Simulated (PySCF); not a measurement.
# r2SCAN on Ca (calcium, neutral)

Configuration: [Ar] 4p2, high-spin 3P determinant (an excited configuration). Calculation: PySCF 2.14, in def2-TZVPPD (6s5p3d, 36 functions); no relativity, point nucleus.

- Total energy: -677.357 hartree
- One-electron energy: -924.983 hartree
- Hartree (Coulomb) energy: 283.581 hartree
- Exchange-correlation energy: -35.955 hartree
- Kinetic energy: 676.35603 hartree
- ⟨S²⟩: 2.0001
- ⟨L²⟩: 2.000
- Sum of ⟨r⟩: 22.62 bohr
- Sum of ⟨r²⟩: 70.75 bohr²
- Traceless quadrupole moment −½Σ⟨3z² − r²⟩ along its main axis: 11.0 e·bohr²
- Density at the nucleus (Gaussians lack the cusp): 5170 bohr⁻³
- Spin density at the nucleus: 0.162 bohr⁻³
- Langevin diamagnetic susceptibility: -56.0 ×10⁻⁶ cm³/mol

```json
{"shell": "1s α", "electrons": "1", "mean orbital energy (eV)": "-3948.5", "spread (eV)": "0", "rms radius, mean of both spins (bohr)": "0.0896"}
{"shell": "1s β", "electrons": "1", "mean orbital energy (eV)": "-3948.5", "spread (eV)": "0", "rms radius, mean of both spins (bohr)": "0.0896"}
{"shell": "2s α", "electrons": "1", "mean orbital energy (eV)": "-419.63", "spread (eV)": "0", "rms radius, mean of both spins (bohr)": "0.397"}
{"shell": "2s β", "electrons": "1", "mean orbital energy (eV)": "-419.61", "spread (eV)": "0", "rms radius, mean of both spins (bohr)": "0.397"}
{"shell": "2p α", "electrons": "3", "mean orbital energy (eV)": "-341.17", "spread (eV)": "0.023", "rms radius, mean of both spins (bohr)": "0.365"}
{"shell": "2p β", "electrons": "3", "mean orbital energy (eV)": "-341.12", "spread (eV)": "0.062", "rms radius, mean of both spins (bohr)": "0.365"}
{"shell": "3s α", "electrons": "1", "mean orbital energy (eV)": "-50.817", "spread (eV)": "0", "rms radius, mean of both spins (bohr)": "1.25"}
{"shell": "3s β", "electrons": "1", "mean orbital energy (eV)": "-50.725", "spread (eV)": "0", "rms radius, mean of both spins (bohr)": "1.25"}
{"shell": "3p α", "electrons": "3", "mean orbital energy (eV)": "-31.255", "spread (eV)": "0.160", "rms radius, mean of both spins (bohr)": "1.37"}
{"shell": "3p β", "electrons": "3", "mean orbital energy (eV)": "-31.170", "spread (eV)": "0.214", "rms radius, mean of both spins (bohr)": "1.37"}
{"shell": "4p α", "electrons": "2", "mean orbital energy (eV)": "-2.718", "spread (eV)": "0", "rms radius, mean of both spins (bohr)": "5.25"}
```
